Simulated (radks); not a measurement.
Numerical settings for the gadolinium ion Gd2+, [Xe] 4f7 5d1. Calculated with a radial shooting solver on a logarithmic mesh with Libxc functionals: scalar-relativistic Kohn-Sham, LDA (Slater exchange, Perdew-Wang correlation), spin-polarised, spherical densities, finite nucleus; open shells are filled with parallel spins first (spin-orbit coupling, left out, can overturn this in heavy ions); Fermi nuclear charge, rms radius 5.1569 fm. The defaults (mesh step 0.008 in ln r, mesh end at 40 bohr or more with all orbitals vanishing there, Anderson mixing 0.5 over 9 steps, residual threshold near 1e-9 with the energy settled to 1e-9 hartree or 1e-11 of itself, here a cap of 71 iterations) give E = -11262.3531 hartree and 5d at -15.963 eV in 15 iterations. Run on one thread of a shared host, so times are rough (Arm Neoverse V1): 0.26 s of CPU time, 0.26 s wall, 15 iterations on 2254 mesh points. Changes against that run (0 stands for a change within the tolerance of the run):

| setting | iterations | converged | E (mhartree) | e(5d) (meV) | CPU (s) |
|---|---|---|---|---|---|
| mesh step in ln r 0.2 | 4 | no | diverged | - | 0.03 |
| mesh step in ln r 0.02 | 15 | yes | +0.000501 | 0 | 0.12 |
| mesh step in ln r 0.05 | 15 | yes | +0.115 | -0.0041 | 0.06 |
| mesh end (bohr) 400 | 15 | yes | 0 | 0 | 0.27 |
| mesh end (bohr) 2 | 14 | level above zero | +9.54e+03 | +6.98e+04 | 0.19 |
| residual threshold 0.1 | 11 | yes | 0 | -0.0602 | 0.22 |
| residual threshold 0.01 | 11 | yes | 0 | -0.0602 | 0.22 |
| mixing 0.01 | 22 | yes | 0 | 0 | 0.37 |
| linear mixing, mixing 0.05 | 71 | no | -2.82 | -186 | 1.1 |
| linear mixing, mixing 0.2 | 71 | no | 0 | 0 | 0.93 |
| mixing history 3 | 17 | yes | 0 | 0 | 0.28 |
| iteration cap 2 | 2 | no | +1.04e+03 | -1.32e+04 | 0.05 |

Settled on a wrong energy, with an occupied level pushed above zero by the early mesh end: mesh end (bohr) 2 (+9.54 hartree). Apart from these: no run marked as converged misses the energy by more than 1 mhartree. A mesh that ends early acts as a hard wall.
